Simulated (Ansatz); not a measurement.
**Relaxing a trial structure of CH3BCu+**

The starting geometry of this gas-phase singlet is a saddle point at B3LYP-D4/def2-TZVP, pushed by 0.25 Å along its imaginary mode.

```xyz
6

C     0.8914    1.7457    0.0326
B    -0.4396    2.3014    0.0159
Cu    1.5885    1.2166   -1.6509
H    -0.2899    3.5182   -0.1986
H    -1.5584    1.8297    0.0905
H     1.5982    1.7037    0.8680
```

Task: Where would you expect an optimisation with B3LYP-D4/def2-TZVP to take it?

Result: It rearranges, giving a structure given below by its coordinates. Contacts that open: B2–H4 (1.24 → 2.18 Å). Contacts that close: C1–H4 (2.14 → 1.09 Å), B2–Cu3 (2.84 → 2.34 Å).

The energy falls by 1.56 eV over 20 steps:

```csv
step,E − E(last) (eV)
1,1.559
3,1.539
5,1.536
7,1.457
9,1.014
12,0.479
14,0.221
16,0.045
18,0.000
20,0.000
```

Final geometry (Å):

```xyz
6

C     0.7187    2.3317    0.1455
B    -0.6062    1.8692   -0.0230
Cu    1.0227    1.4002   -1.6374
H     0.9716    3.3757   -0.0487
H    -1.7166    1.5111   -0.1122
H     1.4000    1.8274    0.8332
```

Frequencies at the end are all real (lowest 185 cm⁻¹). Run with Ansatz 0.2.0, 42 s on 2 threads of Arm Neoverse V1 (shared host).
